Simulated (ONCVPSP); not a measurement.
**Building the ONCV potential for ytterbium (Yb) (LDA (Perdew-Wang 92), scalar-relativistic).**

Yb, optimised norm-conserving Vanderbilt (ONCV), made with ONCVPSP 4.0.1 (LDA (Perdew-Wang 92), scalar-relativistic). Core [Kr] 4d10 4f14, reference 5s2 5p6 6s1.5 (charge +0.5). Waves: 5s+6s: rc 1.75 bohr, ncon 4, nbas 8, qcut 6.8 1/bohr, 2 projectors; 5p: rc 0.55 bohr, ncon 4, nbas 7, qcut 16.3 1/bohr, 2 projectors, debl 0.8 Ha; d scattering state at 0.36 Ha: rc 1.70 bohr, ncon 4, nbas 8, qcut 5 1/bohr, 3 projectors, debl 2.9 Ha. Local part: polynomial inside 0.35 bohr (lpopt 5, dvloc0 0 Ha). Core correction: none.

All-electron outer shells of the reference configuration (LDA (PZ), scalar-relativistic, ld1.x):

```csv
shell,level (eV),outermost node (bohr),outermost maximum (bohr)
5p,-30.86,0.62,1.24
6s,-6.73,1.46,3.12
4f,-6.49,–,0.49
```

(1) Is a potential produced?

Answers

(1) No. ONCVPSP 4.0.1 stopped with "oncvpsp: lschvkbb ERROR 2 1 100": the bound-state solver with the separable projectors failed. The 5p radius of 0.55 bohr lies inside the outermost node of the all-electron wave at 0.62 bohr.
